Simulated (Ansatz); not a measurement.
Method: Ansatz (an electronic-structure program) with frozen-core CCSD(T)/cc-pVTZ // PBE0-D3(BJ)/def2-TZVP. The restricted HF reference is unstable towards unrestricted orbitals.

Ansatz 0.2 input:
```yaml
crystal:
  periodic: [false, false, false]
  atoms:
    - { symbol: Si, position_ang: [2.725414, -0.172194, 0.380656] }
    - { symbol: C, position_ang: [1.202465, 0.476082, 0.115426] }
    - { symbol: Si, position_ang: [-0.369181, 1.010855, -0.146924] }
    - { symbol: Si, position_ang: [-2.166315, -0.46664, -0.244217] }
    - { symbol: H, position_ang: [3.311092, -0.360594, 1.727899] }
    - { symbol: H, position_ang: [3.636051, -0.593392, -0.708799] }
    - { symbol: H, position_ang: [-0.677902, 2.45484, -0.327851] }
    - { symbol: H, position_ang: [-2.846612, -0.365033, -1.563873] }
    - { symbol: H, position_ang: [-3.160774, -0.139271, 0.813377] }
    - { symbol: H, position_ang: [-1.654238, -1.844653, -0.045693] }
basis:
  gaussian: { orbitals: cc-pVTZ }
correlation:
  method: ccsd_t
```

Output:

```
Functional definition: HF
1242 factors; integrals over basis functions are off by at most 1.1e-3 eV
mean field evaluation 1: about -24705.3647 eV, gradient 3.8e1 eV
mean field evaluation 2: about -24705.6130 eV, gradient 3.8e1 eV
mean field evaluation 4: about -24710.0839 eV, gradient 4.8e0 eV
mean field evaluation 8: about -24710.2105 eV, gradient 2.2e-1 eV
mean field evaluation 16: about -24710.2109 eV, gradient 1.6e-6 eV
mean field -24710.21089434 eV, -908.0835011844 hartree, gradient 1.6e-6 eV, S^2 0.000000; 0 other end points of the search recorded, 0 dependent functions left out; unrestricted orbitals would lower it
16 core orbitals not correlated
reference -24710.21089434 eV, -908.0835011844 hartree; 11, 11 occupied and 189, 189 virtual orbitals, 1242 factors
second order -14.17226861 eV of doubles, -0.00000000 eV of singles
cycle   1  -14.94210975 eV  change   -7.7e-1 eV  update   1.2e-1
cycle   2  -15.50630560 eV  change   -5.6e-1 eV  update   4.1e-2
cycle   3  -15.63933943 eV  change   -1.3e-1 eV  update   2.1e-2
cycle   4  -15.63187079 eV  change    7.5e-3 eV  update   6.8e-3
cycle   5  -15.63384795 eV  change   -2.0e-3 eV  update   3.7e-3
cycle   6  -15.63394185 eV  change   -9.4e-5 eV  update   1.2e-3
cycle   7  -15.63426542 eV  change   -3.2e-4 eV  update   4.6e-4
cycle   8  -15.63450886 eV  change   -2.4e-4 eV  update   1.6e-4
cycle   9  -15.63447702 eV  change    3.2e-5 eV  update   5.0e-5
cycle  10  -15.63444651 eV  change    3.1e-5 eV  update   2.0e-5
cycle  11  -15.63444663 eV  change   -1.2e-7 eV  update   7.4e-6
perturbative correction -0.80606853 eV, -0.0296224722 hartree
Total energy: -24726.65140950 eV, -908.6876789730 hartree
```

Cost: about 2.4 core-minutes (a rough figure).
